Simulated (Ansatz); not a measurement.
A made-up structure of ZnBNH4, singlet:

```csv
atom,x (Å),y (Å),z (Å)
B1,-1.0045,0.3069,-0.5386
N2,0.0600,0.5157,0.3340
Zn3,1.3634,-0.7670,0.5326
H4,1.9291,0.5426,1.0856
H5,-1.8668,1.1320,-0.6828
H6,0.0784,1.3882,0.8408
H7,2.4232,-1.8481,0.6729
```

It is relaxed with PBE-D4/def2-SVP and then PBE0-D4/def2-TZVP (Ansatz 0.2.0). Atoms count as bonded within 1.22 times the sum of their covalent radii (H–H: 0.88 Å). The end point is not checked to be a true minimum.

Problem. Does its bonding change? (A judgement: the text doesn't fix the answer.)

Solution. Computed: Yes. Formed: B1–H7; broken: Zn3–H7.

Where it ends: The first stage lowers the energy by 4.62 eV in 29 steps. It ends as ZnBNH₄ ([BH2][NH][ZnH]):
```
7
angstrom
B -0.4637 -0.2046 -0.3524
N 0.1833 0.7345 0.4461
Zn 1.8281 0.3572 1.1778
H 3.1868 0.0130 1.7670
H -1.5391 0.0222 -0.8394
H -0.2873 1.6140 0.5995
H 0.0747 -1.2662 -0.5541
```

Labels in which every atom is bracketed show which atoms are joined, not bond orders.

For scale, one of the runs: PBE0-D4/def2-TZVP relaxation, 134 basis functions, launched by `ansatz run in.yaml --threads 2 --pin off --events-out ev --progress --plain --max-ram 4352MiB`. Hardware: 2 CPU threads of an Arm Neoverse V1, shared host. Wall time about 25 s.
